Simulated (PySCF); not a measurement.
Species: C₄H₁₀FPSi.
Numbering: `[F:1][Si:2]1([PH2:3])[CH2:4][CH2:5][CH2:6][CH2:7]1`

Cartesian coordinates in Å at the GFN2-xTB level; atoms count from 1:
```xyz
17
C4H10FPSi angstrom
F      0.7415   -0.3081    2.4076
Si     0.8158   -0.3196    0.7789
P      2.8730   -1.0589    0.2730
C     -0.6123   -1.3577    0.0675
C     -1.6857   -0.3213   -0.2713
C     -0.9947    0.9229   -0.8266
C      0.1074    1.3413    0.1512
H      3.5130   -0.0117    0.9129
H      2.9282   -0.4235   -0.9566
H     -0.9937   -2.1078    0.7560
H     -0.3017   -1.8809   -0.8371
H     -2.4099   -0.7156   -0.9861
H     -2.2227   -0.0511    0.6400
H     -1.7111    1.7314   -0.9818
H     -0.5485    0.6785   -1.7934
H      0.8223    2.0047   -0.3313
H     -0.3278    1.8897    0.9872
```

NICS = −σ at a ghost point: NICS(0) at the centroid of the ring atoms, NICS(1) 1 Å to either side along the normal of their mean plane, zz for the tensor component along that normal. Level: GIAO PBE0/pcSseg-1 (PySCF, non-relativistic, gas phase) on the GFN2-xTB geometry, one conformer.

Ring bond lengths (Å), with Mayer bond orders in brackets: Si2–C4 1.903 (0.89), C4–C5 1.530 (1.03), C5–C6 1.528 (1.02), C6–C7 1.532 (1.03), C7–Si2 1.912 (0.88).

**Question.** Give the NICS values of each ring in ppm.

**Answer.** 
```
           ring                                              type  NICS(0)  NICS(1), two faces  NICS(1)zz, two faces  rms pucker (Å)  centre to ring atoms, mean (Å)
Si2–C4–C5–C6–C7  5-membered ring with Si; formal bonds all single     -4.3         -3.2 / -4.5           -1.4 / -2.8            0.20                            1.40
```

**Question.** What do they say, and how far can they be read as aromaticity?

**Answer.** 
- Si2–C4–C5–C6–C7: mean NICS(1)zz -2.1 ppm, near zero. Si2, C4, C5, C6, C7 have four or more neighbours; no verdict on aromaticity is drawn.

**Question.** At the first NICS(1) probe listed for ring Si2–C4–C5–C6–C7, 1 Å off the ring, what do the in-plane components average?

**Answer.** The isotropic value is a third of the trace: (3 × -3.2 − (-1.4))/2 = -4.1 ppm.

**Question.** How shielded are the nuclei of the rings and their hydrogens (means over atoms taken as equivalent)?

**Answer.** 
| atoms | environment | σ isotropic (ppm) |
| --- | --- | --- |
| Si2 | fluorine-bound silicon | 277.6 |
| C4 (×2) | sp3 carbon bound to silicon | 165.6 |
| C5 (×2) | ring CH2 carbon | 157.0 |
| H10 (×2) | methylene hydrogen | 30.64 |
| H11 (×2) | methylene hydrogen | 31.07 |
| H12 (×2) | methylene hydrogen | 30.22 |
| H13 (×2) | methylene hydrogen | 29.96 |
